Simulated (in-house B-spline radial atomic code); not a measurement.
**Ionising neutral neon with different functionals**

Computed with a radial B-spline atomic code at the basis-set limit: non-relativistic Hamiltonian, point nucleus, spin-polarised at highest spin, spherical fractional occupations for the functionals, the average over the highest-spin determinants for Hartree-Fock. The ionisation energy is the difference of two self-consistent energies, [He] 2s2 2p6 → [He] 2s2 2p5, without Breit or QED terms; ε is the level of the shell that loses the electron (its least bound occupied spin orbital).

Hybrids are left out here: with spherical fractional occupations of an open shell their exact exchange keeps a self-interaction that integer-occupation calculations don't have.

```tsv
method	rung	ΔSCF (eV)	-ε(2p) (eV)
Hartree-Fock	Hartree-Fock	19.81	23.14
LDA VWN5	LDA	22.19	13.55
LDA PW92	LDA	22.18	13.55
LDA exchange-only	LDA	20.51	12.06
PBE	GGA	21.98	13.35
PBEsol	GGA	21.91	13.28
BLYP	GGA	22.00	13.37
RPBE	GGA	21.92	13.29
PW91	GGA	22.10	13.45
BP86	GGA	22.08	13.44
AM05	GGA	21.89	13.27
OLYP	GGA	21.97	13.37
TPSS	meta-GGA	22.12	13.50
SCAN	meta-GGA	22.51	13.99
r2SCAN	meta-GGA	22.50	13.98
M06-L	meta-GGA	22.28	13.77
revTPSS	meta-GGA	22.03	13.44
```

How do they compare with the NIST value?

NIST lists 21.565 eV (measured, ground level to ground level). Errors run from -1.75 to +0.95 eV; AM05 is closest (+0.32 eV), but part of that can be cancellation, since the calculations leave out relativity, Breit-QED terms, multiplet and fine-structure energies. Hartree-Fock also lacks correlation.
